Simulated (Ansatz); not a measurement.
Geometry optimisation, RKS revPBE/def2-SVP in Ansatz 0.2.0.

The input (input.yaml):

```yaml
crystal:
  periodic: [false, false, false]
  atoms:
    - { symbol: B, position_ang: [-1.3584, -1.142, -0.9133] }
    - { symbol: In, position_ang: [0.701, -2.1138, 0.0374] }
    - { symbol: S, position_ang: [1.6117, -0.3842, 0.251] }
    - { symbol: S, position_ang: [1.653, 1.6105, -0.5015] }
    - { symbol: S, position_ang: [0.2098, 2.2099, 0.9903] }
    - { symbol: H, position_ang: [-1.0545, -0.2501, -1.6881] }
    - { symbol: H, position_ang: [-1.6598, -0.7973, 0.187] }
    - { symbol: H, position_ang: [0.8834, -1.0935, 1.3741] }
    - { symbol: H, position_ang: [-0.8977, 1.9142, 0.2461] }
basis:
  gaussian: { orbitals: def2-SVP }
hamiltonian:
  xc: revpbe
relax:
  f_tol: 0.02
  max_steps: 50
```

Run as:

```bash
$ ansatz run input.yaml --threads 2 --pin off --max-ram 3072MiB --backend cpu --events-out ev --progress --plain --runs-dir out
```

Problem. Where does it end, and by what steps?

Solution. The run converged. After 38 steps the energy has fallen by 8.382 eV; H8 moved furthest, 2.41 Å. The start is strongly strained (largest force component 13 eV/Å), so its close contacts needn't be bonds. Parted: In2–H8 (1.69 → 2.85 Å), S3–S4 (2.13 → 4.30 Å). Joined: B1–S5 (4.16 → 1.98 Å), In2–S4 (3.88 → 2.67 Å).

```csv
step,energy less start (eV),largest force component (eV/Å),accepted
0,0.0000,13.329,yes
2,-4.0334,1.781,yes
4,-5.0036,1.216,yes
6,-5.4251,0.179,yes
8,-5.4905,0.188,yes
10,-5.5409,0.719,yes
12,-5.5846,0.342,yes
14,-5.6284,0.821,yes
16,-5.7562,0.842,yes
18,-6.0290,0.914,yes
20,-6.4578,1.311,yes
22,-6.6441,1.002,yes
24,-6.9814,0.459,yes
26,-7.2732,0.798,yes
28,-7.8253,0.690,yes
30,-8.2090,0.571,yes
32,-8.3262,0.667,yes
34,-8.3587,0.399,yes
36,-8.3799,0.083,yes
38,-8.3817,0.012,yes
```

```xyz
9
Properties=species:S:1:pos:R:3
B -1.437 -0.271 -0.525
In 0.711 -0.877 0.068
S 2.803 -2.079 0.538
S 0.608 1.563 1.154
S -1.188 1.613 0.036
H -1.770 -0.319 -1.697
H -2.175 -0.782 0.303
H 3.293 -1.034 1.266
H -0.756 2.139 -1.159
```

Whether the end is a true minimum wasn't checked by a vibrational analysis.

The run took 43 s on 2 threads of AMD EPYC 9R45 96-Core Processor (Zen 5), on a shared host, peak memory 0.19 GiB.
